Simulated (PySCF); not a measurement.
Job file and geometry (Å, from GFN2-xTB) of an NMR shielding run on SMILES COCC(C)(C)S[SiH2]C, C6H16OSSi, PySCF, GIAO PBE0/pcSseg-1 NMR shielding, non-relativistic, gas phase; density fitting, a coarse starting grid and PySCF grid level 2 are the driver's defaults:

```
$ OMP_NUM_THREADS=1 python probes_run.py task.json out

{"job": {"kind": "nmr", "xc": "PBE0", "basis": "pcSseg-1"}, "charge": 0, "multiplicity": 1}
C      1.252406     1.966708     1.059308
O      0.641572     0.941023     0.322645
C      1.001293    -0.349677     0.746983
C      0.284798    -1.383169    -0.114408
C      0.558478    -1.137840    -1.593166
C      0.721743    -2.785346     0.297419
S     -1.535679    -1.283739     0.203916
Si    -2.052829     0.791932     0.455114
C     -1.844490     1.886202    -1.079130
H      2.343706     1.913953     0.969270
H      0.984254     1.914038     2.121739
H      0.891756     2.905334     0.643829
H      2.089981    -0.488229     0.651379
H      0.734750    -0.495618     1.804908
H      1.618001    -1.275317    -1.809038
H     -0.017281    -1.835875    -2.195480
H      0.277057    -0.124768    -1.863416
H      0.518448    -2.951031     1.352405
H      1.785159    -2.922656     0.110501
H      0.167634    -3.521715    -0.278074
H     -1.494049     1.319771     1.698063
H     -3.489283     0.591216     0.672835
H     -0.831796     1.883578    -1.465137
H     -2.513144     1.554861    -1.869419
H     -2.103419     2.910511    -0.833912
```

Problem. What does the program print?

Solution. 
```
coarse grid: 20776 points
cycle   1  E = -1000.3411395481  dE =  7.680e-01  |g| = 6.346e-01  |ddm| = 4.282e+00
cycle   2  E = -1000.2921519605  dE =  4.899e-02  |g| = 8.263e-01  |ddm| = 1.335e+00
cycle   3  E = -1000.4291411605  dE = -1.370e-01  |g| = 1.168e-01  |ddm| = 8.180e-01
cycle   4  E = -1000.4315008734  dE = -2.360e-03  |g| = 3.658e-02  |ddm| = 1.279e-01
cycle   5  E = -1000.4317818359  dE = -2.810e-04  |g| = 6.352e-03  |ddm| = 3.885e-02
cycle   6  E = -1000.4317911879  dE = -9.352e-06  |g| = 2.170e-03  |ddm| = 1.032e-02
final grid: 188080 points
cycle   7  E = -1000.4991214935  dE = -5.647e-05  |g| = 1.335e-02  |ddm| = 4.124e-02
cycle   8  E = -1000.4990896689  dE =  3.182e-05  |g| = 1.813e-02  |ddm| = 2.553e-02
cycle   9  E = -1000.4991605045  dE = -7.084e-05  |g| = 1.697e-03  |ddm| = 1.584e-02
cycle  10  E = -1000.4991611127  dE = -6.082e-07  |g| = 2.628e-04  |ddm| = 1.821e-03
cycle  11  E = -1000.4991611277  dE = -1.507e-08  |g| = 9.311e-05  |ddm| = 4.212e-04
cycle  12  E = -1000.4991611299  dE = -2.193e-09  |g| = 3.091e-05  |ddm| = 1.436e-04
cycle  13  E = -1000.4991611301  dE = -1.905e-10  |g| = 6.755e-06  |ddm| = 2.944e-05
converged SCF energy = -1000.4991611301

GIAO shielding tensors (ppm)
atom      isotropic    diamagn.    paramagn.     s11        s22        s33       span
  0 C      128.512     244.068    -115.556     98.875    102.524    184.138     85.263
  1 O      298.810     402.125    -103.315    275.972    287.107    333.351     57.380
  2 C       99.744     248.481    -148.738     69.901     90.858    138.472     68.570
  3 C      136.090     248.533    -112.443    124.297    130.998    152.975     28.678
  4 C      154.075     249.413     -95.338    130.170    148.411    183.642     53.472
  5 C      156.477     247.476     -90.999    133.495    147.943    187.993     54.499
  6 S      541.666    1060.502    -518.836    335.823    461.924    827.252    491.429
  7 Si     385.666     879.763    -494.096    325.120    399.902    431.977    106.857
  8 C      185.869     254.928     -69.059    180.784    182.029    194.793     14.009
  9 H       28.399      29.176      -0.777     24.228     25.524     35.444     11.216
 10 H       28.456      29.926      -1.469     24.577     26.008     34.783     10.206
 11 H       28.062      30.306      -2.244     23.283     26.166     34.736     11.453
 12 H       28.445      33.741      -5.297     23.988     29.044     32.303      8.315
 13 H       28.242      33.931      -5.688     25.099     28.482     31.146      6.048
 14 H       30.803      32.332      -1.530     26.740     27.187     38.481     11.741
 15 H       30.228      32.356      -2.128     26.791     28.137     35.755      8.964
 16 H       29.527      33.203      -3.676     24.659     30.652     33.269      8.609
 17 H       30.350      30.710      -0.360     26.010     28.243     36.796     10.786
 18 H       30.763      30.469       0.294     26.280     27.744     38.265     11.986
 19 H       30.084      30.679      -0.595     26.011     27.940     36.300     10.289
 20 H       27.052      31.508      -4.456     24.097     25.641     31.417      7.321
 21 H       27.183      29.212      -2.029     22.764     25.208     33.577     10.813
 22 H       30.775      34.625      -3.850     25.879     31.076     35.371      9.492
 23 H       31.245      30.127       1.118     27.017     28.310     38.407     11.389
 24 H       31.532      29.448       2.084     27.127     28.056     39.414     12.287
```

Size and cost of the density-fitted run: 247 basis functions, 80 s wall time on 1 thread of an Arm Neoverse V1, shared host; peak memory 1.2 GiB.
